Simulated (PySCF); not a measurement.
A PySCF script (with the pyscf-properties extension) for the spin–spin couplings of Be$_{2}$O$_{2}$, on a PBE0-D3(BJ)/def2-SVP geometry:

```python
import basis_set_exchange as bse
import numpy as np
from pyscf import gto, dft
from pyscf.data import nist
from pyscf.prop import ssc

atoms = """
Be   -0.449835   -0.498662   -0.594397
O     1.048830   -0.334607   -0.512806
Be    0.449763    0.498697    0.594454
O    -1.048768    0.334561    0.512749
"""
names = dict.fromkeys(["Be", "O"], "pcJ-1")
basis = {el: gto.basis.parse(bse.get_basis(n, elements=[el], fmt="nwchem")) for el, n in names.items()}
mol = gto.M(atom=atoms, basis=basis, charge=0, verbose=0)
mf = dft.RKS(mol, xc="B3LYP")
mf.grids.level = 2
mf.grids.alignment = dft.numint.BLKSIZE   # the property module wants whole blocks of grid points
mf.conv_tol = 1e-9
mf.kernel()

sc = ssc.RKS(mf)
sc.with_fcsd = True   # Fermi contact and spin-dipole together
sc.max_cycle_cphf = 60
g = {"O": -0.757516}   # nuclear g factors of 17O
sc.nuc_pair = [(i, j) for i in range(mol.natm) for j in range(i + 1, mol.natm)
               if mol.atom_pure_symbol(i) in g and mol.atom_pure_symbol(j) in g]
K = sc.kernel()
unit = nist.HARTREE2J / nist.PLANCK * (0.5 * nist.E_MASS / nist.PROTON_MASS) ** 2
for (i, j), k in zip(sc.nuc_pair, K):
    a, b = mol.atom_pure_symbol(i), mol.atom_pure_symbol(j)
    J = unit * g[a] * g[b] * np.trace(k) / 3
    if abs(J) >= 1:
        print("%s%d %s%d %8.1f Hz" % (a, i, b, j, J))
```

Question: What are the results?

Answer: 
```
O1 O3     -6.3 Hz
```

These numbers come from an equivalent density-fitted implementation of the same equations, which agrees with the script to about 0.1 Hz, so last digits may differ.

Size and cost of the density-fitted run: 76 basis functions, 1.5 s wall time on 1 thread of an x86-64 server CPU, shared host.
